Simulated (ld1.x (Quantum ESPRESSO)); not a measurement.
## Cutoff test, oxygen (O), RRKJ

ld1.x (Quantum ESPRESSO) 7.5 input, shortened:

```
&input
   title='O', zed=8., rel=0, dft='PBE', iswitch=3,
   config='[He] 2s2 2p4 3d-2'
 /
 &inputp
   pseudotype=2, tm=.false., lloc=2,
   nlcc=.false.
 /
3
2S  1  0   2.00   0.00  0.70  0.70  0.0
2P  2  1   4.00   0.00  0.95  0.95  0.0
3D  3  2  -2.00  -0.05  0.80  0.80  0.0
 &test
   configts(1)='2s2 2p4'
 /
```

The pseudo-atom Hamiltonian at the reference potential is diagonalised in spherical Bessel functions j_l(qr) that vanish at 20 bohr, with q² up to the cutoff. All-electron valence levels (Ry): 2s -1.7577, 2p -0.6643.

**Question.** How do the lowest levels (Ry) of each channel move with the cutoff, and are there ghosts?

**Answer.**

| cutoff (Ry) | s #1 | s #2 | p #1 | p #2 | d #1 | f #1 | f #2 | Σ f·Δε (mRy) |
| --- | --- | --- | --- | --- | --- | --- | --- | --- |
| 8 | -1.5397 | -0.0071 | -0.0581 | 0.0542 | 0.0792 | 0.1206 | 0.2624 | 2861.1 |
| 12 | -1.5505 | -0.0076 | -0.1269 | 0.0491 | 0.0792 | 0.1206 | 0.2624 | 2564.2 |
| 18 | -1.5621 | -0.0078 | -0.2294 | 0.0454 | 0.0792 | 0.1206 | 0.2624 | 2130.8 |
| 30 | -1.6225 | -0.0091 | -0.3962 | 0.0423 | 0.0792 | 0.1206 | 0.2624 | 1342.9 |
| 40 | -1.6801 | -0.0105 | -0.4866 | 0.0412 | 0.0792 | 0.1206 | 0.2624 | 866.1 |
| 50 | -1.7157 | -0.0113 | -0.5587 | 0.0404 | 0.0792 | 0.1206 | 0.2624 | 506.5 |
| 60 | -1.7343 | -0.0117 | -0.6010 | 0.0400 | 0.0792 | 0.1206 | 0.2624 | 299.9 |
| 80 | -1.7509 | -0.0121 | -0.6478 | 0.0396 | 0.0792 | 0.1206 | 0.2624 | 79.6 |
| 110 | -1.7570 | -0.0123 | -0.6630 | 0.0395 | 0.0792 | 0.1206 | 0.2624 | 6.7 |
| 140 | -1.7576 | -0.0123 | -0.6643 | 0.0395 | 0.0792 | 0.1206 | 0.2624 | 0.5 |
| 180 | -1.7577 | -0.0123 | -0.6643 | 0.0395 | 0.0792 | 0.1206 | 0.2624 | 0.2 |
| 400 | -1.7577 | -0.0123 | -0.6643 | 0.0395 | 0.0792 | 0.1206 | 0.2624 | 0.0 |

Result: no extra level below or beside the all-electron valence levels (s, p, d, f tested); 10 mRy is reached at 110 Ry and 1 mRy at 140 Ry.

Its largest configuration-test error is +740 meV.
